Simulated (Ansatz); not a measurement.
Compare A (`CB[CH2][AlH2]`) with its isomer B (`CC[BH][AlH2]`).

Isolated molecules relaxed with PBE0-D4/def2-TZVP in Ansatz; ΔE leaves out vibrations. CBS: MP2 limit from def2 TZ/QZ plus the TZ coupled-cluster correction, frozen cores. DFT in def2-TZVPP. One conformer a species, not always the lowest.

A:

```xyz
12

C    -0.7129   -1.5772    0.4549
B     0.2919   -0.4182    0.7705
C     0.0055    1.0486    0.4745
Al    0.6372    1.3340   -1.3723
H    -1.6407   -1.2664   -0.0315
H    -0.2446   -2.3630   -0.1489
H    -0.9773   -2.0734    1.3981
H     1.3742   -0.7157    1.2117
H    -1.0575    1.3094    0.4056
H     0.5775    1.7764    1.0567
H    -0.2937    0.9202   -2.5879
H     2.0403    2.0252   -1.6313
```

B:

```xyz
12

C     0.978   -0.211    1.181
C     0.941    0.665   -0.064
B    -0.318    0.615   -0.981
Al   -1.954   -0.735   -0.779
H     0.832   -1.265    0.924
H     1.928   -0.138    1.717
H     0.187    0.069    1.881
H     1.767    0.399   -0.748
H     1.164    1.713    0.181
H    -0.318    1.406   -1.893
H    -1.946   -2.173   -1.471
H    -3.260   -0.345    0.053
```

Which isomer does CCSD(T)/CBS put lower? Give the gap. (An estimate is asked.)

Computed: A, by 29.4 kcal/mol.

Give E(B) − E(A) in kcal/mol with HF/def2-TZVPP, r2SCAN-D4, CCSD/def2-TZVPP, BLYP-D4, PBE0-D4, PBE-D4, CCSD(T)/def2-SVP. (An estimate is asked.)

Ansatz gave: HF/def2-TZVPP 26.8, r2SCAN-D4 30.8, CCSD/def2-TZVPP 28.5, BLYP-D4 29.0, PBE0-D4 28.7, PBE-D4 28.6, CCSD(T)/def2-SVP 26.8. None reverses the order clearly.

Does the order hold for the free energy at 298.15 K (harmonic terms from PBE0-D4)? (Best estimate.)

The calculation gave: Yes: G(B) − G(A) = +29.8 kcal/mol, for one conformer each. Modes under 60 cm⁻¹, often nearly free rotors, make the harmonic entropy too high.

Largest T1 diagnostic: 0.011.

At CCSD(T), def2-SVP lies −2.5 kcal/mol from the extrapolated value and def2-TZVPP −0.3 kcal/mol. Leaving LDA and LC-ωPBE aside and taking each functional with its dispersion term where it has one, the values, not all of them listed here, spread over 2.7 kcal/mol, from revPBE-D4 to r2SCAN-D4. LDA lies +1.3 kcal/mol from PBE without D4.
